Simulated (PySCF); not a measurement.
H4N2OSW, SMILES [NH2][W]([NH2])(=[O])=[S], multiplicity 1. Atoms are numbered in the order given.

```xyz
9

W      0.1481    -0.0470     0.0000
O      0.7989    -1.6450     0.0000
S     -2.0213     0.0348     0.0000
N      0.7909     0.8383    -1.6186
H      0.3125     1.6062    -2.0989
H      1.6473     0.5674    -2.1119
N      0.7909     0.8383     1.6186
H      1.6473     0.5674     2.1119
H      0.3125     1.6062     2.0989
```

The structure is a stationary point at PBE-D3(BJ)/def2-SVP. The spin state was assumed, not searched. The structure was generated by enumeration; whether it is a known compound was not checked. The def2 effective core potentials stand for the cores of W; spin–orbit coupling is left out. Other conformers were not sampled.

Level of theory: HF/def2-TZVP in PySCF.

ESP charges are fitted to the potential on shells at 1.4 to 2.0 van der Waals radii. Atomic charges (e):

| atom | ESP fit | Löwdin | Mulliken |
|---|---|---|---|
| W1 | 1.43 | 0.69 | 1.67 |
| O2 | -0.55 | -0.41 | -0.62 |
| S3 | -0.43 | -0.06 | -0.49 |
| N4 | -1.06 | -0.44 | -0.85 |
| H5 | 0.40 | 0.16 | 0.29 |
| H6 | 0.44 | 0.16 | 0.28 |
| N7 | -1.06 | -0.44 | -0.85 |
| H8 | 0.44 | 0.16 | 0.28 |
| H9 | 0.40 | 0.16 | 0.29 |
